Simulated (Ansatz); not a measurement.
The same molecule with X = O, S, Se. Ansatz, PBE0-D4/def2-TZVP geometries, multiplicity 1.

Scalar relativity is left out up to krypton.

```tsv
X	molecule	mean X–C bond length / Å	HOMO–LUMO gap (PBE/def2-TZVPP) / eV	HOMO energy (PBE0/def2-TZVPP) / eV	zero-point energy (PBE0-D4/def2-TZVP) / kJ/mol
O	`C1NCO1`	1.425	5.36	-6.71	200.1
S	`C1NCS1`	1.828	3.90	-6.27	192.2
```

**Question.** Give the row for X = Se, `C1NC[Se]1`. (Estimate.)

**Answer.** Ansatz gave: 
```
 X     molecule  mean X–C bond length / Å  HOMO–LUMO gap (PBE/def2-TZVPP) / eV  HOMO energy (PBE0/def2-TZVPP) / eV  zero-point energy (PBE0-D4/def2-TZVP) / kJ/mol
Se  `C1NC[Se]1`                     1.972                                 3.31                               -6.09                                           189.4
```

From O to Se the mean X–C bond length rises at each step, by 0.547 Å in all; the HOMO–LUMO gap (PBE/def2-TZVPP) falls at each step, by 2.05 eV in all; the HOMO energy (PBE0/def2-TZVPP) rises at each step, by 0.62 eV in all; the zero-point energy (PBE0-D4/def2-TZVP) falls at each step, by 10.7 kJ/mol in all. Bonds lengthen as the atom grows down the group.

Spin–orbit coupling is left out; it splits and shifts lone-pair levels of the heavy atoms by tenths of an eV.
